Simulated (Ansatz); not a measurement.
Species: sum formula BNH$_{2}$Cl$_{2}$, charge 0, multiplicity 1. 
Structure (B3LYP-D3(BJ)/def2-TZVP (Ansatz, an electronic-structure program) minimum search):
```xyz
6

B     -0.3399    -0.0733     0.0373
Cl     0.1805     1.5754    -0.3440
Cl     0.8739    -1.3479     0.2283
N     -1.6864    -0.3638     0.1851
H     -2.4032     0.3349     0.0837
H     -2.0181    -1.2886     0.4015
```

Basis-set convergence of Hartree-Fock and CCSD(T) correlation energies (hartree) with Ansatz. Valence correlation only, unless marked. Spin-orbit coupling is left out. Non-relativistic.

```csv
basis,functions,E(HF),"E(corr, CCSD(T))",rough core time
aug-cc-pV(D+d)Z,128,-999.46905,-0.61916,under 20 s
aug-cc-pV(T+d)Z,248,(withheld),(withheld),40 s
```

Q: Some entries are withheld; supply them.

A: 
- aug-cc-pV(T+d)Z, E(HF): -999.51379
- aug-cc-pV(T+d)Z, E(corr, CCSD(T)): -0.77242
